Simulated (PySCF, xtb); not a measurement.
## Relative energy of two structures of CH4SSn

We compare I, `[CH3][SnH]=[S]`, a singlet, with II, a singlet given by its coordinates. Both are isolated molecules in the gas phase, relaxed with BLYP-D3(BJ)/def2-SVP.

I (Å):

```
atom    x (Å)    y (Å)    z (Å)
   C  -1.8360  -0.0609  -1.4844
   S  -3.2097  -3.1475  -3.5670
  Sn  -1.5500  -1.8545  -2.7219
   H  -1.3768  -0.2371  -0.4926
   H  -2.9192   0.1278  -1.3810
   H  -1.3359   0.7962  -1.9748
   H   0.1585  -2.1623  -2.9713
```

II (Å):

```
atom    x (Å)    y (Å)    z (Å)
   C  -1.8903  -0.0736  -1.6361
   S  -0.2585  -0.7544  -2.2017
  Sn  -0.6592  -2.9085  -3.3591
   H  -1.8733   0.0146  -0.5326
   H  -2.7208  -0.7320  -1.9469
   H  -2.0228   0.9337  -2.0758
   H  -2.4557  -2.7918  -3.0968
```

Close contacts (Å): C1–S2 1.86, S2–Sn3 2.48, C1–H4 1.11, C1–H5 1.10, C1–H6 1.11, Sn3–H7 1.82.

Quicker runs give these differences E(II) − E(I): GFN2-xTB −139.0 kJ/mol; HF/STO-3G −26.5 kJ/mol (at GFN2-xTB geometries); r2SCAN-D4/def2-SVP −53.1 kJ/mol (at GFN2-xTB geometries).

Estimate E(II) − E(I) at the level CCSD(T)/def2-SVP + ΔMP2/def2-TZVPP.

Calculated at CCSD(T)/def2-SVP + ΔMP2/def2-TZVPP: E(II) − E(I) = −43.8 kJ/mol, so structure II lies lower.

Level by level:

```tsv
level	geometry	E(II) − E(I) (kJ/mol)	departure from the last row (kJ/mol)	job, with rough time for the two
GFN2-xTB	GFN2-xTB	−139.0	−95.3	optimisation, 1.1 s
HF/STO-3G	GFN2-xTB	−26.5	+17.3	single point, 7.9 s
r2SCAN-D4/def2-SVP	GFN2-xTB	−53.1	−9.3	single point, 84 s
BLYP-D3(BJ)/def2-SVP	BLYP-D3(BJ)/def2-SVP	−68.7	−25.0	optimisation, 4.2 min
HF/def2-SVP	BLYP-D3(BJ)/def2-SVP	−56.3	−12.6	part of the CCSD(T) run
MP2/def2-SVP	BLYP-D3(BJ)/def2-SVP	−30.9	+12.9	part of the CCSD(T) run
CCSD(T)/def2-SVP	BLYP-D3(BJ)/def2-SVP	−40.5	+3.3	single point
CCSD(T)/def2-SVP + ΔMP2/def2-TZVPP	BLYP-D3(BJ)/def2-SVP	−43.8		single point, 1.7 min
```

None of the levels shown reverses the order. The largest departure from CCSD(T)/def2-SVP + ΔMP2/def2-TZVPP is that of GFN2-xTB, 95.3 kJ/mol. The last row adds to CCSD(T) the change of the MP2 difference between the two basis sets, here −3.3 kJ/mol.

With thermal terms from frequencies at re-optimised GFN2-xTB minima (ideal gas, soft modes damped towards free rotors, one conformer each, 400 K, 1 atm): on the last row, ΔE + ΔZPE = −38.0, ΔH = −38.6, ΔG = −37.8 kJ/mol.

The T1 diagnostic of structure I is large, so the coupled-cluster value is less sure. The correlated steps freeze 10 core orbitals; the filled d shell of Sn is correlated, in a basis made for valence electrons. Atoms past krypton carry core potentials in the def2 sets, other sets are all-electron and non-relativistic, and no spin–orbit term is included. Programs: PySCF 2.14.0, xtb 6.7.1; the last row on 2 threads of Intel(R) Xeon(R) Processor @ 2.50GHz (Skylake/Cascade Lake) on a shared host.
